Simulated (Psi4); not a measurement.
C2H4NO, doublet, geometry from GFN2-xTB; CISD/3-21G (Psi4 1.11).

Input for Psi4:
```
memory 2 GB

molecule mol {
0 2
  O     0.264547    1.297740    0.280384
  C    -0.004937    0.128213    0.028737
  N     0.987146   -0.787170   -0.208322
  C    -1.338914   -0.381891   -0.040479
  H     0.796015   -1.749307   -0.416363
  H    -1.542815   -1.412839   -0.263429
  H    -2.158567    0.288386    0.136211
  H     1.942071   -0.475899   -0.170782
}

set basis 3-21g
set reference uhf

energy('cisd')
print_variables()
```

Task: What does Psi4 print? Leave out banner, timings and long lists.

Result: 
```
Traceback (most recent call last):
  File "psi4", line 375, in <module>
  File "<string>", line 29, in <module>
  File "site-packages/psi4/driver/driver.py", line 461, in energy
  File "site-packages/psi4/driver/task_planner.py", line 255, in task_planner
  File "site-packages/psi4/driver/driver_util.py", line 222, in negotiate_derivative_type
  File "site-packages/psi4/driver/driver_util.py", line 355, in highest_analytic_derivative_available

psi4.driver.p4util.exceptions.MissingMethodError: Method=cisd is not available for any derivative level under conditions CI_TYPE=CONV, REFERENCE=UHF, FREEZE_CORE=FALSE, QC_MODULE=(auto). See https://psicode.org/psi4manual/master/introduction.html#ss-cisd. Or did you mean? ccd ccsd cisdt cisdtq qcisd lccsd ci2 ci3 ci4 ci5 ci6 ci7 ci8 ci9 ci10 ci11 ci12 ci13 ci14 ci15 ci16 ci17 ci18 ci19 ci20 ci21 ci22 ci23 ci24 ci25 ci26 ci27 ci28 ci29 ci30 ci31 ci32 ci33 ci34 ci35 ci36 ci37 ci38 ci39 ci40 ci41 ci42 ci43 ci44 ci45 ci46 ci47 ci48 ci49 ci50 ci51 ci52 ci53 ci54 ci55 ci56 ci57 ci58 ci59 ci60 ci61 ci62 ci63 ci64 ci65 ci66 ci67 ci68 ci69 ci70 ci71 ci72 ci73 ci74 ci75 ci76 ci77 ci78 ci79 ci80 ci81 ci82 ci83 ci84 ci85 ci86 ci87 ci88 ci89 ci90 ci91 ci92 ci93 ci94 ci95 ci96 ci97 ci98

Printing out the relevant lines from the Psithon --> Python processed input file:
      H     1.942071   -0.475899   -0.170782
    ""","mol")
    core.IO.set_default_namespace("mol")
    core.set_global_option("BASIS", "3-21g")
    core.set_global_option("REFERENCE", "uhf")
--> energy('cisd')
    print_variables()

!----------------------------------------------------------------------------------!
!                                                                                  !
!  Method=cisd is not available for any derivative level under conditions          !
!     CI_TYPE=CONV, REFERENCE=UHF, FREEZE_CORE=FALSE, QC_MODULE=(auto). See        !
!     https://psicode.org/psi4manual/master/introduction.html#ss-cisd. Or did you  !
!     mean? ccd ccsd cisdt cisdtq qcisd lccsd ci2 ci3 ci4 ci5 ci6 ci7 ci8 ci9 ci10 !
!     ci11 ci12 ci13 ci14 ci15 ci16 ci17 ci18 ci19 ci20 ci21 ci22 ci23 ci24 ci25   !
!     ci26 ci27 ci28 ci29 ci30 ci31 ci32 ci33 ci34 ci35 ci36 ci37 ci38 ci39 ci40   !
!     ci41 ci42 ci43 ci44 ci45 ci46 ci47 ci48 ci49 ci50 ci51 ci52 ci53 ci54 ci55   !
!     ci56 ci57 ci58 ci59 ci60 ci61 ci62 ci63 ci64 ci65 ci66 ci67 ci68 ci69 ci70   !
!     ci71 ci72 ci73 ci74 ci75 ci76 ci77 ci78 ci79 ci80 ci81 ci82 ci83 ci84 ci85   !
!     ci86 ci87 ci88 ci89 ci90 ci91 ci92 ci93 ci94 ci95 ci96 ci97 ci98             !
!                                                                                  !
!----------------------------------------------------------------------------------!
```

The input was rejected before any calculation.
